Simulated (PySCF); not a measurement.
Choosing a molecule for a target property.

All species are isolated and taken at one optimised geometry, non-relativistic unless stated. Electronic properties by PySCF.

Dipoles, sizes and rotational constants follow the conformer. The torsions of the flexible species, by atom-mapped SMILES:
- `[SiH3:1][CH2:2][C@@H:3]([SiH3:4])[CH2:5][SiH2:6][SiH3:7]`: Si1–C2–C3–Si4 -69°, C2–C3–C5–Si6 61°, C3–C5–Si6–Si7 44°
- `[CH3:1][O:2]/[CH:3]=[C:4](/[CH3:5])[O:6][SiH2:7][CH2:8][F:9]`: C1–O2–C3–C4 141°, C3–C4–O6–Si7 -4°, C4–O6–Si7–C8 -177°, O6–Si7–C8–F9 -179°
- `[CH3:1][CH:2]([CH3:3])[C@@H:4]([CH3:5])[CH2:6][F:7]`: C1–C2–C4–C5 161°, C2–C4–C6–F7 166°
- `[CH3:1][C:2]#[C:3][C:4](=[O:5])[C:6]([F:7])([F:8])[CH2:9][F:10]`: C3–C4–C6–F7 133°, C4–C6–C9–F10 50°
- `[CH:1]#[C:2]/[C:3]([CH3:4])=[C:5](/[C:6]#[CH:7])[CH:8]=[CH2:9]`: C3–C5–C8–C9 180°

The conformers of `CCNN1CCCC1` aren't listed.

**Question.** Wanted: HOMO energy below -7 eV (PBE0/pcSseg-1) and HOMO–LUMO gap below 6.5 eV (PBE0/pcSseg-1), at GFN2-xTB geometries. Which candidate meets both?
A. `CO/C=C(/C)O[SiH2]CF`
B. `C(C)([C@H](CF)C)C`
C. `C#C/C(C)=C(/C#C)C=C`
D. `CC#CC(=O)C(F)(F)CF`
E. `CCNN1CCCC1`
F. `[SiH3]C[C@@H]([SiH3])C[SiH2][SiH3]`

**Answer.** D. Computed values:
| species | HOMO energy | HOMO–LUMO gap |
| --- | --- | --- |
| C(C)([C@H](CF)C)C | -8.70 eV | 10.00 eV |
| CC#CC(=O)C(F)(F)CF | -8.21 eV | 5.96 eV |
| [SiH3]C[C@@H]([SiH3])C[SiH2][SiH3] | -7.80 eV | 7.65 eV |
| C#C/C(C)=C(/C#C)C=C | -6.39 eV | 4.62 eV |
| CO/C=C(/C)O[SiH2]CF | -6.27 eV | 7.06 eV |
| CCNN1CCCC1 | -6.07 eV | 7.41 eV |
